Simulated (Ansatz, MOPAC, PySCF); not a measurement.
Noncovalent pair: SiH4 (SMILES [SiH4]) (first 5 atoms) with H2Se (SMILES [SeH2]); geometry from B3LYP-D3(BJ)/def2-TZVP, rigid monomers moved along the line of their centres of mass till Si1···Se6 is 4.47 Å.
(charge 0, multiplicity 1):
```csv
atom,x (Å),y (Å),z (Å)
Si,0.1951,-0.0097,0.0356
H,-0.6141,-1.1760,0.4501
H,-0.4440,1.2378,0.5102
H,0.2729,0.0252,-1.4451
H,1.5616,-0.1160,0.5903
Se,-0.1512,0.0357,4.4945
H,0.2682,1.4377,4.3522
H,-1.5453,0.3876,4.1879
```

Monomers are frozen at their geometry in the pair; levels with a basis set take the counterpoise correction. Rows marked so take none.

Cores are frozen in the correlated methods. Filled d and f shells under p-block atoms count as core. Rows in 3-21G, 6-31G* carry no dispersion term and start afresh at each structure (6-31G* with six Cartesian d functions); the Pople sets are all-electron and without relativity. The state reached by PM6 isn't checked.

The values were computed with Ansatz (Gaussian orbitals); MOPAC for PM6 (differences of heats of formation); PySCF for 3-21G rows, 6-31G* rows, the dispersion terms. 

```json
[
 {"level": "PM6", "interaction energy (kcal/mol)": "-0.35"},
 {"level": "HF/3-21G (no counterpoise)", "interaction energy (kcal/mol)": "-0.82"},
 {"level": "HF/6-31G*", "interaction energy (kcal/mol)": "-0.06"},
 {"level": "PBE/def2-TZVPPD", "interaction energy (kcal/mol)": "-0.53"},
 {"level": "PBE-D3(BJ)/def2-TZVPPD", "interaction energy (kcal/mol)": "-1.16"},
 {"level": "B3LYP/6-31G* (no counterpoise)", "interaction energy (kcal/mol)": "-0.13"},
 {"level": "B3LYP/def2-TZVPPD", "interaction energy (kcal/mol)": "0.01"},
 {"level": "wB97M-V/def2-TZVPPD", "interaction energy (kcal/mol)": "?"},
 {"level": "SCS-MP2/def2-TZVPPD", "interaction energy (kcal/mol)": "?"}
]
```

Task: Some entries are withheld; supply them.

Result: 
- wB97M-V/def2-TZVPPD, interaction energy (kcal/mol): -0.91
- SCS-MP2/def2-TZVPPD, interaction energy (kcal/mol): -0.65

Ansatz is a program for electronic structure.
